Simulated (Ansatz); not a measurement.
Program: Ansatz. Geometries: PBE0-D4/def2-TZVP. ΔE: electronic, gas phase. CCSD(T)/CBS adds triple-zeta CCSD(T) − MP2 to the extrapolated MP2 energy (def2 sets, frozen cores). Functionals use def2-TZVPP. HSE06 is defined as in plane-wave codes. Elements past krypton have def2 core potentials. For Sn outer-core shells are correlated without core-valence functions, which leaves a few kJ/mol of doubt a bond. One conformer a species, not always the lowest.

`CC([SiH3])=S` + `[OH][SnH]([F])[F]` → `[F][SnH]([F])[O][SiH3]` + `CC=S`  (ligand exchange at the Si–C bond)

```json
{"level": "PBE-D4", "ΔE (kJ/mol)": "-86.1", "difference from CCSD(T)/CBS": "20.5"}
{"level": "BLYP-D4", "ΔE (kJ/mol)": "-96.6", "difference from CCSD(T)/CBS": "10.0"}
{"level": "B97M-V", "ΔE (kJ/mol)": "-107.5", "difference from CCSD(T)/CBS": "-0.9"}
{"level": "ωB97M-V", "ΔE (kJ/mol)": "-104.6", "difference from CCSD(T)/CBS": "2.0"}
{"level": "r2SCAN", "ΔE (kJ/mol)": "-101.7", "difference from CCSD(T)/CBS": "4.9"}
{"level": "PBE0", "ΔE (kJ/mol)": "-97.5", "difference from CCSD(T)/CBS": "9.1"}
{"level": "HSE06", "ΔE (kJ/mol)": "-97.1", "difference from CCSD(T)/CBS": "9.5"}
{"level": "BHLYP", "ΔE (kJ/mol)": "-119.4", "difference from CCSD(T)/CBS": "-12.8"}
{"level": "CAM-B3LYP", "ΔE (kJ/mol)": "-112.9", "difference from CCSD(T)/CBS": "-6.3"}
{"level": "RPA@PBE/def2-TZVPP", "ΔE (kJ/mol)": "-107.2", "difference from CCSD(T)/CBS": "-0.6"}
{"level": "CCSD(T)/def2-SVP", "ΔE (kJ/mol)": "-105.2", "difference from CCSD(T)/CBS": "1.4"}
{"level": "HF/def2-TZVPP", "ΔE (kJ/mol)": "-135.2", "difference from CCSD(T)/CBS": "-28.6"}
{"level": "SCS-MP2/def2-TZVPP", "ΔE (kJ/mol)": "-111.4", "difference from CCSD(T)/CBS": "-4.8"}
{"level": "CCSD(T)/def2-TZVPP", "ΔE (kJ/mol)": "-106.9", "difference from CCSD(T)/CBS": "-0.3"}
{"level": "SCS-MP2/def2-QZVPP", "ΔE (kJ/mol)": "-112.0", "difference from CCSD(T)/CBS": "-5.4"}
{"level": "MP2/CBS(def2)", "ΔE (kJ/mol)": "-105.5", "difference from CCSD(T)/CBS": "1.1"}
{"level": "CCSD(T)/CBS", "ΔE (kJ/mol)": "-106.6", "difference from CCSD(T)/CBS": "0"}
```

Largest T1 diagnostic among the species: 0.016.

From r2SCAN to r2SCAN0 (25 % exact exchange), in def2-TZVPP and without D4, ΔE moves by −4.8 kJ/mol. In def2-TZVPP, CCSD(T) changes the Hartree–Fock value by +28.3 kJ/mol (the triples alone add +4.9 kJ/mol) and MP2 by +29.4 kJ/mol.
